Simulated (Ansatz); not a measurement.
Isolated molecules relaxed with PBE0-D4/def2-TZVP in Ansatz; ΔE leaves out vibrations. CBS: MP2 limit from def2 TZ/QZ plus the TZ coupled-cluster correction, frozen cores. Functionals use def2-TZVPP. B3LYP here is the variant with VWN-RPA as its local correlation; programs differ in this. For Ge outer-core shells are correlated without core-valence functions, which leaves a few kJ/mol of doubt a bond. Scalar relativity is left out up to krypton. One conformer a species, not always the lowest.

Reaction (redistribution): `CN[SiH](F)OC` + `[CH3][Ge]([Cl])([Cl])[Cl]` → `CN[Si](F)(Cl)OC` + `[CH3][GeH]([Cl])[Cl]`

`CN[SiH](F)OC`:

Cartesian coordinates in Å:
```
C 1.377 1.283 0.400
N 0.573 0.304 1.098
Si 0.156 -1.227 0.501
F -0.844 -1.819 1.598
O -0.526 -1.125 -0.970
C -1.584 -0.259 -1.322
H 1.446 1.015 -0.657
H 0.928 2.281 0.449
H 2.399 1.350 0.788
H 0.427 0.497 2.075
H 1.245 -2.205 0.322
H -2.548 -0.744 -1.147
H -1.498 -0.024 -2.385
H -1.551 0.674 -0.750
```

`[CH3][Ge]([Cl])([Cl])[Cl]`:

Z-matrix (Å, degrees):
```
C
Ge 1 1.926
H 1 1.090 2 109.0
H 1 1.090 2 109.0 3 -120.0
H 1 1.090 2 108.9 3 120.0
Cl 2 2.135 1 111.4 3 59.8
Cl 2 2.135 1 111.3 3 179.8
Cl 2 2.136 1 111.3 3 -60.2
```

`CN[Si](F)(Cl)OC`:

Cartesian coordinates in Å:
```
C 0.997 -0.189 1.667
N 0.241 0.808 0.933
Si 0.277 0.969 -0.746
F -0.699 2.177 -1.080
Cl 2.097 1.429 -1.537
O -0.155 -0.394 -1.498
C -1.351 -1.105 -1.241
H 0.446 -0.522 2.550
H 1.981 0.172 1.988
H 1.159 -1.064 1.034
H -0.003 1.622 1.473
H -1.199 -2.142 -1.544
H -1.615 -1.078 -0.179
H -2.176 -0.684 -1.822
```

`[CH3][GeH]([Cl])[Cl]`:

Cartesian coordinates in Å:
```
C -0.087 0.518 0.959
Ge 0.214 -0.311 -0.758
Cl -1.459 0.117 -2.037
Cl 0.292 -2.442 -0.495
H 0.739 0.281 1.630
H -0.161 1.599 0.836
H -1.017 0.137 1.381
H 1.480 0.099 -1.516
```

```json
{"level": "PBE-D4", "ΔE (kcal/mol)": "-6.9", "difference from CCSD(T)/CBS": "0.9"}
{"level": "r2SCAN-D4", "ΔE (kcal/mol)": "-7.8", "difference from CCSD(T)/CBS": "0.0"}
{"level": "PBE0-D4", "ΔE (kcal/mol)": "-7.5", "difference from CCSD(T)/CBS": "0.3"}
{"level": "B3LYP-D4", "ΔE (kcal/mol)": "-6.8", "difference from CCSD(T)/CBS": "1.0"}
{"level": "ωB97X-V", "ΔE (kcal/mol)": "-7.5", "difference from CCSD(T)/CBS": "0.3"}
{"level": "ωB97M-V", "ΔE (kcal/mol)": "-7.8", "difference from CCSD(T)/CBS": "0.0"}
{"level": "B2PLYP", "ΔE (kcal/mol)": "-6.8", "difference from CCSD(T)/CBS": "1.0"}
{"level": "PBE", "ΔE (kcal/mol)": "-6.8", "difference from CCSD(T)/CBS": "1.0"}
{"level": "r2SCAN", "ΔE (kcal/mol)": "-7.7", "difference from CCSD(T)/CBS": "0.1"}
{"level": "PBE0", "ΔE (kcal/mol)": "-7.5", "difference from CCSD(T)/CBS": "0.3"}
{"level": "B3LYP", "ΔE (kcal/mol)": "-6.7", "difference from CCSD(T)/CBS": "1.1"}
{"level": "HF/def2-TZVPP", "ΔE (kcal/mol)": "-7.3", "difference from CCSD(T)/CBS": "0.5"}
{"level": "MP2/def2-TZVPP", "ΔE (kcal/mol)": "-6.8", "difference from CCSD(T)/CBS": "1.0"}
{"level": "SCS-MP2/def2-TZVPP", "ΔE (kcal/mol)": "-6.5", "difference from CCSD(T)/CBS": "1.3"}
{"level": "CCSD/def2-TZVPP", "ΔE (kcal/mol)": "-7.3", "difference from CCSD(T)/CBS": "0.5"}
{"level": "CCSD(T)/def2-TZVPP", "ΔE (kcal/mol)": "-7.0", "difference from CCSD(T)/CBS": "0.8"}
{"level": "HF/def2-QZVPP", "ΔE (kcal/mol)": "-7.5", "difference from CCSD(T)/CBS": "0.3"}
{"level": "MP2/def2-QZVPP", "ΔE (kcal/mol)": "-7.3", "difference from CCSD(T)/CBS": "0.5"}
{"level": "SCS-MP2/def2-QZVPP", "ΔE (kcal/mol)": "-7.0", "difference from CCSD(T)/CBS": "0.8"}
{"level": "HF/CBS(def2)", "ΔE (kcal/mol)": "-7.5", "difference from CCSD(T)/CBS": "0.3"}
{"level": "MP2/CBS(def2)", "ΔE (kcal/mol)": "-7.6", "difference from CCSD(T)/CBS": "0.2"}
{"level": "CCSD/CBS(def2)", "ΔE (kcal/mol)": "-8.0", "difference from CCSD(T)/CBS": "-0.2"}
{"level": "CCSD(T)/CBS", "ΔE (kcal/mol)": "-7.8", "difference from CCSD(T)/CBS": "0"}
```

Largest T1 diagnostic among the species: 0.011.
